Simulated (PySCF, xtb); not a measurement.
H3O4P, SMILES OP(O)(=O)O. The values are those of a single conformer.

Harmonic wavenumbers (cm⁻¹) from xtb 6.7.1 with GFN2-xTB at its own minimum, in rising order: 199, 201, 226, 350, 351, 404, 418, 419, 796, 839, 839, 895, 895, 943, 1269, 3637, 3638, 3651.

Q: What does PBE-D3(BJ)/def2-SVP (PySCF) give at its own minimum? (An estimate is asked for; the answer gives what the named calculation found.)

A: 136, 136, 303, 355, 355, 422, 422, 429, 792, 888, 888, 1001, 1009, 1009, 1279, 3713, 3713, 3715. Paired by order, the mean absolute difference is 48 cm⁻¹ and the zero-point energies are 28.6 and 29.4 kcal/mol.
